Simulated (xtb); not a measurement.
C₃H₇O (SMILES C[C](C)O), doublet, geometry from GFN2-xTB, atoms displaced at random by about 0.06 Å a coordinate; GFN2-xTB run with xtb 6.7.1.

Here is a job for xtb.
```
$ xtb mol.xyz --gfn 2 --chrg 0 --uhf 1 --opt --json

# file mol.xyz
11

O      0.06011131     1.37067053     0.11270536
C      0.09713068     0.01105152     0.07367830
H      0.89443468     1.73669606     0.14743331
C     -1.33467132    -0.62301840    -0.05016902
C      1.30950395    -0.68811086    -0.09799511
H     -1.50889073    -0.93360885    -1.17018929
H      1.55623465    -0.72935109    -1.16235236
H     -2.14110948     0.11841293     0.29298318
H      2.12710449    -0.30937059     0.43005485
H     -1.53928051    -1.53935862     0.49234449
H      1.15096292    -1.70966071     0.24316177
```

Problem. Predict the main parts of the log of this xtb run.

Solution. 
```
   ID    Z sym.   atoms
    1    8 O      1
    2    6 C      2, 4, 5
    3    1 H      3, 6-11

           -------------------------------------------------
          |                Calculation Setup                |
           -------------------------------------------------

           -------------------------------------------------
          |                 G F N 2 - x T B                 |
           -------------------------------------------------

          ...................................................
          :                      SETUP                      :
          :.................................................:
          :  # basis functions                  23          :
          :  # atomic orbitals                  23          :
          :  # shells                           15          :
          :  # electrons                        25          :
          :  max. iterations                   250          :
          :  Hamiltonian                  GFN2-xTB          :
          :  restarted?                      false          :
          :  GBSA solvation                  false          :
          :  PC potential                    false          :
          :  electronic temp.          300.0000000     K    :
          :  accuracy                    1.0000000          :
          :  -> integral cutoff          0.2500000E+02      :
          :  -> integral neglect         0.1000000E-07      :
          :  -> SCF convergence          0.1000000E-05 Eh   :
          :  -> wf. convergence          0.1000000E-03 e    :
          :  Broyden damping             0.4000000          :
          :  net charge                          0          :
          :  unpaired electrons                  1          :
          ...................................................

 iter      E             dE          RMSdq      gap      omega  full diag
   1    -14.1228842 -0.141229E+02  0.293E+00    7.62       0.0  T
   2    -14.1322087 -0.932456E-02  0.160E+00    7.77       1.0  T
   3    -14.1328645 -0.655808E-03  0.553E-01    7.85       1.0  T
   4    -14.1329364 -0.719227E-04  0.114E-01    7.90       1.0  T
   5    -14.1329540 -0.175310E-04  0.550E-02    7.87       1.0  T
   6    -14.1329565 -0.247789E-05  0.168E-02    7.87       1.8  T
   7    -14.1329568 -0.341884E-06  0.405E-03    7.87       7.4  T
   8    -14.1329568 -0.175619E-07  0.164E-03    7.87      18.4  T
   9    -14.1329568 -0.139912E-08  0.328E-04    7.87      91.8  T
  10    -14.1329568 -0.124404E-09  0.153E-04    7.87     197.5  T

   *** convergence criteria satisfied after 10 iterations ***

         :::::::::::::::::::::::::::::::::::::::::::::::::::::
         ::                     SUMMARY                     ::
         :::::::::::::::::::::::::::::::::::::::::::::::::::::
         :: total energy             -13.961290209021 Eh    ::
         :: gradient norm              0.145441156460 Eh/a0 ::
         :: HOMO-LUMO gap              7.870774309445 eV    ::
         ::.................................................::
         :: SCC energy               -14.132953441217 Eh    ::
         :: -> isotropic ES            0.021408794873 Eh    ::
         :: -> anisotropic ES          0.004221962209 Eh    ::
         :: -> anisotropic XC          0.004160458672 Eh    ::
         :: -> dispersion             -0.004402350650 Eh    ::
         :: repulsion energy           0.171663232196 Eh    ::
         :: add. restraining           0.000000000000 Eh    ::
         :: total charge               0.000000000000 e     ::
         :::::::::::::::::::::::::::::::::::::::::::::::::::::

      -----------------------------------------------------------
     |                   =====================                   |
     |                        A N C O P T                        |
     |                   =====================                   |
     |               Approximate Normal Coordinate               |
     |                Rational Function Optimizer                |
      -----------------------------------------------------------
      -----------------------------------------------------------
     |                   =====================                   |
     |                        A N C O P T                        |
     |                   =====================                   |
     |               Approximate Normal Coordinate               |
     |                Rational Function Optimizer                |
      -----------------------------------------------------------

          ...................................................
          :                      SETUP                      :
          :.................................................:
          :   optimization level            normal          :
          :   max. optcycles                   200          :
          :   ANC micro-cycles                  20          :
          :   degrees of freedom                27          :
          :.................................................:
          :   RF solver                   davidson          :
          :   write xtbopt.log                true          :
          :   linear?                        false          :
          :   energy convergence         0.5000000E-05 Eh   :
          :   grad. convergence          0.1000000E-02 Eh/α :
          :   maxmium RF displ.          1.0000000          :
          :   Hlow (freq-cutoff)         0.1000000E-01      :
          :   Hmax (freq-cutoff)         5.0000000          :
          :   S6 in model hess.         20.0000000          :
          ...................................................

generating ANC from exact Hessian ...
Using Lindh-Hessian (1995)
 Shifting diagonal of input Hessian by    3.3073890922956546E-003
 Lowest  eigenvalues of input Hessian
    0.000000    0.000000    0.000000    0.000000    0.000000    0.000000
[...]
 * total energy  :   -13.9612902 Eh     change       -0.8257750E-10 Eh
 * total energy  :   -13.9807241 Eh     change       -0.1943392E-01 Eh
 * total energy  :   -13.9825175 Eh     change       -0.1793347E-02 Eh
 * total energy  :   -13.9826743 Eh     change       -0.1568730E-03 Eh
 * total energy  :   -13.9827536 Eh     change       -0.7922196E-04 Eh
 * total energy  :   -13.9827847 Eh     change       -0.3117082E-04 Eh
 * total energy  :   -13.9827972 Eh     change       -0.1249184E-04 Eh
 * total energy  :   -13.9828013 Eh     change       -0.4061319E-05 Eh
   *** GEOMETRY OPTIMIZATION CONVERGED AFTER 8 ITERATIONS ***
[...]

         :::::::::::::::::::::::::::::::::::::::::::::::::::::
         ::                     SUMMARY                     ::
         :::::::::::::::::::::::::::::::::::::::::::::::::::::
         :: total energy             -13.982801292794 Eh    ::
         :: gradient norm              0.000899551444 Eh/a0 ::
         :: HOMO-LUMO gap              9.001308014443 eV    ::
         ::.................................................::
         :: SCC energy               -14.144013965337 Eh    ::
         :: -> isotropic ES            0.022063720654 Eh    ::
         :: -> anisotropic ES          0.003371903923 Eh    ::
         :: -> anisotropic XC          0.004149550059 Eh    ::
         :: -> dispersion             -0.004415089819 Eh    ::
         :: repulsion energy           0.161212672544 Eh    ::
         :: add. restraining           0.000000000000 Eh    ::
         :: total charge               0.000000000000 e     ::
         :::::::::::::::::::::::::::::::::::::::::::::::::::::

           -------------------------------------------------
          |                Property Printout                |
           -------------------------------------------------

    * Orbital Energies and Occupations

         #    Occupation            Energy/Eh            Energy/eV
      -------------------------------------------------------------
         1        2.0000           -0.6913942             -18.8138
         2        2.0000           -0.6210290             -16.8991
         3        2.0000           -0.6031279             -16.4119
         4        2.0000           -0.5746284             -15.6364
         5        2.0000           -0.5408730             -14.7179
         6        2.0000           -0.5100768             -13.8799
         7        2.0000           -0.5087106             -13.8427
         8        2.0000           -0.4701102             -12.7923
         9        2.0000           -0.4634944             -12.6123
        10        2.0000           -0.4610129             -12.5448
        11        2.0000           -0.4574197             -12.4470
        12        2.0000           -0.4400268             -11.9737
        13        1.0000           -0.2647537              -7.2043 (HOMO)
        14                          0.0660383               1.7970 (LUMO)
        15                          0.1244964               3.3877
        16                          0.1433066               3.8996
        17                          0.1739378               4.7331
        18                          0.1861471               5.0653
        19                          0.2083372               5.6691
        20                          0.2141247               5.8266
        21                          0.2310045               6.2860
        22                          0.3049905               8.2992
        23                          0.3492344               9.5032
      -------------------------------------------------------------
                  HL-Gap            0.3307920 Eh            9.0013 eV
             Fermi-level           -0.2258740 Eh           -6.1463 eV

     #   Z          covCN         q      C6AA      α(0)
     1   8 O        1.658    -0.396    20.769     6.152
     2   6 C        2.807     0.062    26.599     8.449
     3   1 H        0.805     0.292     0.745     1.355
     4   6 C        3.752    -0.108    22.625     6.783
     5   6 C        3.751    -0.113    22.724     6.798
     6   1 H        0.924     0.044     2.397     2.421
     7   1 H        0.923     0.039     2.459     2.452
     8   1 H        0.925     0.058     2.223     2.332
     9   1 H        0.924     0.035     2.519     2.482
    10   1 H        0.925     0.042     2.423     2.434
    11   1 H        0.925     0.045     2.387     2.416

 Mol. C6AA /au·bohr⁶  :        859.718167
 Mol. C8AA /au·bohr⁸  :      18067.466358
 Mol. α(0) /au        :         44.075949

Wiberg/Mayer (AO) data.
largest (>0.10) Wiberg bond orders for each atom

 ---------------------------------------------------------------------------
     #   Z sym  total        # sym  WBO       # sym  WBO       # sym  WBO
 ---------------------------------------------------------------------------
     1   8 O    2.123 --     2 C    1.155     3 H    0.895
     2   6 C    3.340 --     1 O    1.155     4 C    1.050     5 C    1.047
     3   1 H    0.915 --     1 O    0.895
     4   6 C    3.996 --     2 C    1.050     8 H    0.981    10 H    0.975
                             6 H    0.952
     5   6 C    3.996 --     2 C    1.047    11 H    0.981     9 H    0.977
                             7 H    0.953
     6   1 H    0.996 --     4 C    0.952
     7   1 H    0.997 --     5 C    0.953
     8   1 H    0.997 --     4 C    0.981
     9   1 H    0.999 --     5 C    0.977
    10   1 H    0.998 --     4 C    0.975
    11   1 H    0.998 --     5 C    0.981
 ---------------------------------------------------------------------------

Topologies differ in total number of bonds
Writing topology from bond orders to xtbtopo.mol

molecular dipole:
                 x           y           z       tot (Debye)
 q only:        0.384      -0.226      -0.019
   full:        0.624      -0.251      -0.127       1.739
molecular quadrupole (traceless):
                xx          xy          yy          xz          yz          zz
 q only:        1.503       2.412      -0.378       0.158       0.101      -1.125
  q+dip:        2.101       3.282      -1.029       0.225       0.221      -1.072
   full:        2.064       3.379      -0.828       0.243       0.188      -1.236

optimized geometry written to: xtbopt.xyz

           -------------------------------------------------
          | TOTAL ENERGY              -13.982801292794 Eh   |
          | GRADIENT NORM               0.000899551444 Eh/α |
          | HOMO-LUMO GAP               9.001308014443 eV   |
           -------------------------------------------------
```
